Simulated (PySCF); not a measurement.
Method: PBE in PySCF with Hf def2-SVP with ECP60, S def2-SVP, F def2-SVP; scalar-relativistic core potentials, no spin–orbit coupling; density-fitted integrals.

```xyz
4
charge 0 multiplicity 1, angstrom
Hf    0.1354   -0.1762    0.0726
S    -1.7747    0.3770   -0.9523
F     0.1053    0.5466    1.8499
F     1.5997    0.5466   -0.9351
```

HfSF2 (singlet), along the line from Hf1 (at 0) through S2 (at 2.237 Å). Core electrons replaced by a potential are absent, the electrostatic potential uses the reduced nuclear charge, and values within about 0.7 Å of such atoms have no physical meaning.

Problem. Tabulate the fields along this line at -0.78, 0.78, 0.89, 1.01, 1.12, 1.23, 1.34, 1.45, 1.57, 1.68, 1.79, 1.90, 2.01, 2.13, 2.35, 2.46, 2.57, 2.68, 2.80, 2.91, 3.02, 3.13, 3.24, 3.36, 3.47, 3.58 Å.

Solution. 
```json
{"distance (Å)": "-0.78", "electron density (e/Å³)": "1.76", "electron localisation function": "0.807", "electrostatic potential (V)": "39.8"}
{"distance (Å)": "0.78", "electron density (e/Å³)": "1.66", "electron localisation function": "0.55", "electrostatic potential (V)": "39.6"}
{"distance (Å)": "0.89", "electron density (e/Å³)": "1.08", "electron localisation function": "0.352", "electrostatic potential (V)": "27"}
{"distance (Å)": "1.01", "electron density (e/Å³)": "0.834", "electron localisation function": "0.3", "electrostatic potential (V)": "19.5"}
{"distance (Å)": "1.12", "electron density (e/Å³)": "0.784", "electron localisation function": "0.412", "electrostatic potential (V)": "15.5"}
{"distance (Å)": "1.23", "electron density (e/Å³)": "0.853", "electron localisation function": "0.613", "electrostatic potential (V)": "14.6"}
{"distance (Å)": "1.34", "electron density (e/Å³)": "0.994", "electron localisation function": "0.744", "electrostatic potential (V)": "17.1"}
{"distance (Å)": "1.45", "electron density (e/Å³)": "1.17", "electron localisation function": "0.748", "electrostatic potential (V)": "23.7"}
{"distance (Å)": "1.57", "electron density (e/Å³)": "1.32", "electron localisation function": "0.525", "electrostatic potential (V)": "36.3"}
{"distance (Å)": "1.68", "electron density (e/Å³)": "1.52", "electron localisation function": "0.151", "electrostatic potential (V)": "58"}
{"distance (Å)": "1.79", "electron density (e/Å³)": "2.63", "electron localisation function": "0.0961", "electrostatic potential (V)": "95.3"}
{"distance (Å)": "1.90", "electron density (e/Å³)": "10.3", "electron localisation function": "0.609", "electrostatic potential (V)": "167"}
{"distance (Å)": "2.01", "electron density (e/Å³)": "48.3", "electron localisation function": "0.864", "electrostatic potential (V)": "349"}
{"distance (Å)": "2.13", "electron density (e/Å³)": "160", "electron localisation function": "0.361", "electrostatic potential (V)": "1120"}
{"distance (Å)": "2.35", "electron density (e/Å³)": "161", "electron localisation function": "0.366", "electrostatic potential (V)": "1120"}
{"distance (Å)": "2.46", "electron density (e/Å³)": "48.6", "electron localisation function": "0.865", "electrostatic potential (V)": "348"}
{"distance (Å)": "2.57", "electron density (e/Å³)": "10.3", "electron localisation function": "0.596", "electrostatic potential (V)": "166"}
{"distance (Å)": "2.68", "electron density (e/Å³)": "2.62", "electron localisation function": "0.101", "electrostatic potential (V)": "94.5"}
{"distance (Å)": "2.80", "electron density (e/Å³)": "1.46", "electron localisation function": "0.177", "electrostatic potential (V)": "56.9"}
{"distance (Å)": "2.91", "electron density (e/Å³)": "1.17", "electron localisation function": "0.624", "electrostatic potential (V)": "34.7"}
{"distance (Å)": "3.02", "electron density (e/Å³)": "0.919", "electron localisation function": "0.874", "electrostatic potential (V)": "21"}
{"distance (Å)": "3.13", "electron density (e/Å³)": "0.67", "electron localisation function": "0.916", "electrostatic potential (V)": "12.5"}
{"distance (Å)": "3.24", "electron density (e/Å³)": "0.462", "electron localisation function": "0.912", "electrostatic potential (V)": "7.3"}
{"distance (Å)": "3.36", "electron density (e/Å³)": "0.31", "electron localisation function": "0.889", "electrostatic potential (V)": "4.05"}
{"distance (Å)": "3.47", "electron density (e/Å³)": "0.205", "electron localisation function": "0.845", "electrostatic potential (V)": "2.04"}
{"distance (Å)": "3.58", "electron density (e/Å³)": "0.136", "electron localisation function": "0.777", "electrostatic potential (V)": "0.793"}
```

On a grid of 0.11 Å the density has a local minimum along the bond near 1.12 Å from Hf, at 0.78 e/Å³, where the ELF is 0.41.

With an element this heavy the missing spin–orbit coupling can shift these numbers.
